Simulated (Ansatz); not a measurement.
Molecule: C$_{7}$H$_{13}$, charge 0, multiplicity 2. It need not be the lowest isomer of its formula. 
Structure (B3LYP-D3(BJ)/def2-TZVP (Ansatz, a first-principles code) minimum search):
```xyz
20

C     -2.5320    -0.8984    -0.7262
C     -1.4417     0.1078    -0.6174
C     -1.9547     1.4232    -0.0207
C     -0.2398    -0.4668     0.1533
C      1.0158     0.4123     0.1183
C      2.1659    -0.2114     0.8455
C      3.3225    -0.5587     0.2961
H     -3.5641    -0.5914    -0.8306
H     -2.3037    -1.9515    -0.8259
H     -1.0811     0.3326    -1.6374
H     -2.2616     1.2784     1.0180
H     -1.1934     2.2030    -0.0451
H     -2.8195     1.7881    -0.5779
H     -0.5375    -0.6423     1.1924
H      0.0106    -1.4456    -0.2649
H      1.2990     0.6076    -0.9203
H      0.7922     1.3822     0.5738
H      2.0092    -0.3987     1.9056
H      3.5205    -0.3936    -0.7574
H      4.1137    -1.0167     0.8758
```
Charge 0, spin multiplicity 2.

Parts of the frozen-core correlation energy in cc-pVDZ (Ansatz, hartree). Frozen orbitals: 7; correlated occupied orbitals by spin: 21 and 20; virtual: 135 and 136. Open shells are spin-unrestricted. Spin-orbit coupling is left out. Non-relativistic.

```tsv
term	value
reference (HF)	-272.59871
MP2 opposite-spin	-0.73411
MP2 same-spin	[?]
CCSD correlation	[?]
(T)	[?]
T1 diagnostic	0.009
largest doubles amplitude	0.086
<S^2> of the reference	0.763
```

Fill in the missing entries.


- MP2 same-spin, value: -0.22409
- CCSD correlation, value: -1.05044
- (T), value: -0.03369
